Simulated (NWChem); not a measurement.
All runs are NWChem calculations. System: C2H8Si, charge 0, spin multiplicity 1, at a geometry optimised with B3LYP/def2-SVP. The structure started from a generated list of species. Level: RHF/def2-TZVP.

Input file:

```
start mol
memory heap 200 mb stack 900 mb global 1100 mb
geometry units angstroms nocenter noautoz
  Si     0.000000     0.000000    -0.548983
  C     -1.563031     0.000000     0.512365
  C      1.563031     0.000000     0.512365
  H      0.000000     1.206373    -1.434822
  H      0.000000    -1.206373    -1.434822
  H     -1.602188    -0.891199     1.160074
  H     -2.467900     0.000000    -0.116632
  H     -1.602188     0.891199     1.160074
  H      2.467900     0.000000    -0.116632
  H      1.602188    -0.891199     1.160074
  H      1.602188     0.891199     1.160074
  symmetry group C2v
end
basis spherical
  * library def2-tzvp
end
scf
  rhf
  nopen 0
  maxiter 100
  thresh 1e-7
  semidirect memsize 60000000 filesize 0
end
task scf energy
```

NWChem printed:

```
             Northwest Computational Chemistry Package (NWChem) 7.3.0
             --------------------------------------------------------

                                NWChem Input Module
                                -------------------

 Scaling coordinates for geometry "geometry" by  1.889725989
 (inverse scale =  0.529177249)

 Turning off AUTOSYM since
 SYMMETRY directive was detected!

                             Geometry "geometry" -> ""
                             -------------------------

 Output coordinates in angstroms (scale by  1.889725989 to convert to a.u.)

  No.       Tag          Charge          X              Y              Z
 ---- ---------------- ---------- -------------- -------------- --------------
    1 Si                  14.0000     0.00000000     0.00000000    -0.54898300
    2 C                    6.0000    -1.56303100     0.00000000     0.51236500
    3 C                    6.0000     1.56303100     0.00000000     0.51236500
    4 H                    1.0000     0.00000000     1.20637300    -1.43482200
    5 H                    1.0000     0.00000000    -1.20637300    -1.43482200
    6 H                    1.0000    -1.60218800    -0.89119900     1.16007400
    7 H                    1.0000    -2.46790000     0.00000000    -0.11663200
    8 H                    1.0000    -1.60218800     0.89119900     1.16007400
    9 H                    1.0000     2.46790000     0.00000000    -0.11663200
   10 H                    1.0000     1.60218800    -0.89119900     1.16007400
   11 H                    1.0000     1.60218800     0.89119900     1.16007400

 Effective nuclear repulsion energy (a.u.)     113.1646895832

            Nuclear Dipole moment (a.u.)
            ----------------------------
        X                 Y               Z
 ---------------- ---------------- ----------------
     0.0000000000     0.0000000000     0.0000113384

      Symmetry information
      --------------------

 Group name             C2v
 Group number             16
 Group order               4
 No. of unique centers     5

      Symmetry unique atoms

     1    2    4    6    7


 Summary of "ao basis" -> "" (spherical)
 ------------------------------------------------------------------------------
       Tag                 Description            Shells   Functions and Types
 ---------------- ------------------------------  ------  ---------------------
 *                         def2-tzvp                  on all atoms

 Summary of "ao basis" -> "ao basis" (spherical)
 ------------------------------------------------------------------------------
       Tag                 Description            Shells   Functions and Types
 ---------------- ------------------------------  ------  ---------------------
 Si                        def2-tzvp                13       37   5s5p2d1f
 C                         def2-tzvp                11       31   5s3p2d1f
 H                         def2-tzvp                 4        6   3s1p

                                 NWChem SCF Module
                                 -----------------

  ao basis        = "ao basis"
  functions       =   147
  atoms           =    11
  closed shells   =    17
  open shells     =     0
  charge          =   0.00
  wavefunction    = RHF
  use symmetry    = T
  symmetry adapt  = T

 Summary of "ao basis" -> "ao basis" (spherical)
 ------------------------------------------------------------------------------
       Tag                 Description            Shells   Functions and Types
[...]
 Nuclear repulsion energy =    113.164689583194

        Time for solution =      3.1s

       Symmetry analysis of molecular orbitals - final
       -----------------------------------------------

  Numbering of irreducible representations:

     1 a1          2 a2          3 b1          4 b2

  Orbital symmetries:

     1 a1          2 b1          3 a1          4 a1          5 b2
     6 a1          7 b1          8 a1          9 b1         10 a1
    11 b2         12 a1         13 b1         14 a2         15 b2
    16 a1         17 b1         18 a1         19 b1         20 a1
    21 b2         22 a1         23 b2         24 a1         25 b1
    26 a2         27 b1

             Final eigenvalues
             -----------------

              1
    1  -68.7578
    2  -11.2073
    3  -11.2073
    4   -6.1071
    5   -4.2137
    6   -4.2135
    7   -4.2132
    8   -0.9526
    9   -0.9234
   10   -0.6680
   11   -0.5669
   12   -0.5623
   13   -0.5432
   14   -0.5429
   15   -0.4537
   16   -0.4465
   17   -0.4392
   18    0.1306
   19    0.1325
   20    0.1676
   21    0.1884
   22    0.2020
   23    0.2169
   24    0.2255
   25    0.2282
   26    0.2402
   27    0.2424

                       ROHF Final Molecular Orbital Analysis
                       -------------------------------------

 Vector   15  Occ=2.000000D+00  E=-4.537175D-01  Symmetry=b2
              MO Center=  1.2D-14, -6.3D-13, -9.7D-01, r^2= 2.8D+00
   Bfn.  Coefficient  Atom+Function         Bfn.  Coefficient  Atom+Function
  ----- ------------  ---------------      ----- ------------  ---------------
    16      0.273555   1 Si py              101      0.219423   4 H  s
   107     -0.219423   5 H  s

 Vector   16  Occ=2.000000D+00  E=-4.465028D-01  Symmetry=a1
              MO Center=  2.2D-11,  6.4D-13, -2.8D-01, r^2= 3.4D+00
   Bfn.  Coefficient  Atom+Function         Bfn.  Coefficient  Atom+Function
  ----- ------------  ---------------      ----- ------------  ---------------
    17      0.267938   1 Si pz

 Vector   17  Occ=2.000000D+00  E=-4.391812D-01  Symmetry=b1
              MO Center= -2.3D-11,  1.6D-14,  2.3D-01, r^2= 3.2D+00
   Bfn.  Coefficient  Atom+Function         Bfn.  Coefficient  Atom+Function
  ----- ------------  ---------------      ----- ------------  ---------------
    15      0.254562   1 Si px               43     -0.213265   2 C  px
    74     -0.213265   3 C  px               46     -0.206182   2 C  px
    77     -0.206182   3 C  px

 Vector   18  Occ=0.000000D+00  E= 1.305620D-01  Symmetry=a1
              MO Center= -7.1D-14, -1.1D-15,  7.9D-01, r^2= 8.5D+00
   Bfn.  Coefficient  Atom+Function         Bfn.  Coefficient  Atom+Function
  ----- ------------  ---------------      ----- ------------  ---------------
    42      4.044396   2 C  s                73      4.044396   3 C  s
     5     -1.730166   1 Si s                20     -1.481478   1 Si pz
   114     -1.294782   6 H  s               126     -1.294782   8 H  s
   138     -1.294782  10 H  s               144     -1.294782  11 H  s
   120     -1.042493   7 H  s               132     -1.042493   9 H  s

 Vector   19  Occ=0.000000D+00  E= 1.324746D-01  Symmetry=b1
              MO Center=  1.1D-13, -6.2D-15, -7.6D-01, r^2= 9.0D+00
   Bfn.  Coefficient  Atom+Function         Bfn.  Coefficient  Atom+Function
  ----- ------------  ---------------      ----- ------------  ---------------
    42      3.930643   2 C  s                73     -3.930643   3 C  s
    18      2.466026   1 Si px              120     -0.853724   7 H  s
   132      0.853724   9 H  s               114     -0.766278   6 H  s
   126     -0.766278   8 H  s               138      0.766278  10 H  s
   144      0.766278  11 H  s                15      0.549082   1 Si px

 Vector   20  Occ=0.000000D+00  E= 1.675801D-01  Symmetry=a1
              MO Center= -3.6D-14, -3.6D-15, -1.4D+00, r^2= 7.6D+00
   Bfn.  Coefficient  Atom+Function         Bfn.  Coefficient  Atom+Function
  ----- ------------  ---------------      ----- ------------  ---------------
     5      2.598632   1 Si s                20      2.450407   1 Si pz
   120     -1.615665   7 H  s               132     -1.615665   9 H  s
    49     -1.478359   2 C  px               80      1.478359   3 C  px
   114     -0.371728   6 H  s               126     -0.371728   8 H  s
   138     -0.371728  10 H  s               144     -0.371728  11 H  s

 center of mass
 --------------
 x =  -0.00000000 y =   0.00000000 z =  -0.04761117

 moments of inertia (a.u.)
 ------------------
         108.673185299361           0.000000000000           0.000000000000
           0.000000000000         376.942543841273           0.000000000000
           0.000000000000           0.000000000000         312.088102054602

  Mulliken analysis of the total density
  --------------------------------------

    Atom       Charge   Shell Charges
 -----------   ------   -------------------------------------------------------
    1 Si  14    13.55   2.00  0.58  1.39  0.78  0.43  4.12  1.73  0.53  1.32  0.25  0.16  0.22  0.04
    2 C    6     6.51   0.85  1.12  0.46  0.71  0.06  1.24  1.52  0.48  0.01  0.03  0.00
    3 C    6     6.51   0.85  1.12  0.46  0.71  0.06  1.24  1.52  0.48  0.01  0.03  0.00
    4 H    1     1.07   0.24  0.57  0.26  0.01
    5 H    1     1.07   0.24  0.57  0.26  0.01
    6 H    1     0.88   0.26  0.49  0.11  0.02
    7 H    1     0.88   0.26  0.49  0.11  0.02
    8 H    1     0.88   0.26  0.49  0.11  0.02
    9 H    1     0.88   0.26  0.49  0.11  0.02
   10 H    1     0.88   0.26  0.49  0.11  0.02
   11 H    1     0.88   0.26  0.49  0.11  0.02

       Multipole analysis of the density wrt the origin
       ------------------------------------------------

     L   x y z        total         open         nuclear
     -   - - -        -----         ----         -------
     0   0 0 0     -0.000000      0.000000     34.000000

     1   1 0 0      0.000000      0.000000      0.000000
     1   0 1 0     -0.000000      0.000000      0.000000
     1   0 0 1      0.277570      0.000000      0.000011

     2   2 0 0    -21.877735      0.000000    184.859277
     2   1 1 0     -0.000000      0.000000      0.000000
     2   1 0 1      0.000000      0.000000      0.000000
     2   0 2 0    -22.286160      0.000000     21.739262
     2   0 1 1     -0.000000      0.000000      0.000000
     2   0 0 2    -22.796954      0.000000     60.341304

 Task  times  cpu:        5.7s     wall:        5.7s

 Total times  cpu:        5.7s     wall:        5.7s
```
